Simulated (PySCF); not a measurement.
Q: Give a PBE0-D3(BJ)/def2-SVP geometry of `C[C@@](F)(OC(F)(F)F)C(F)(F)F`.

A: 
```xyz
15
C4H3F7O angstrom
C     -1.0923   -0.7104   -0.5041
C     -0.2558    0.0944    0.4590
F     -0.2944   -0.4865    1.6863
O      1.0811    0.2874    0.0944
C      1.8267   -0.7097   -0.4319
F      1.5304   -0.9257   -1.7137
F      3.0878   -0.3461   -0.3532
F      1.6634   -1.8605    0.2137
C     -0.7900    1.5303    0.6386
F     -0.0540    2.2090    1.5016
F     -2.0401    1.4877    1.0899
F     -0.7876    2.1707   -0.5266
H     -1.0429   -0.2853   -1.5134
H     -0.7387   -1.7485   -0.5203
H     -2.1312   -0.6996   -0.1514
```

Any rigid rotation of these coordinates is as good. Atoms count from 1 in this order. Of the pairs four or more bonds apart, C1···F6 is among the closest relative to their van der Waals radii: 2.90 Å, 91 % of the sum of Bondi's values. The C–O distances run from 1.352 Å (O4–C5, drawn single) to 1.399 Å (C2–O4, drawn single), a spread of 0.047 Å. The 7 C–F bonds span 1.315 Å (C5–F7, drawn single) to 1.358 Å (C2–F3, drawn single), a spread of 0.043 Å. The 2 C–C bonds span 1.508 Å (C1–C2, drawn single) to 1.543 Å (C2–C9, drawn single), a spread of 0.035 Å.

Bonds between heavy atoms (Å): C1–C2 1.508, C2–F3 1.358, C2–O4 1.399, O4–C5 1.352, C5–F6 1.333, C5–F7 1.315, C5–F8 1.330, C2–C9 1.543, C9–F10 1.322, C9–F11 1.330, C9–F12 1.330.

The calculation used PBE0-D3(BJ)/def2-SVP geometry optimisation, gas phase (PySCF).

Point group: C1 (no symmetry element, even within 0.4 Å). Stationary, but not proved a minimum. One conformer, not necessarily the lowest (C1–C2–O4–C5 -42°).
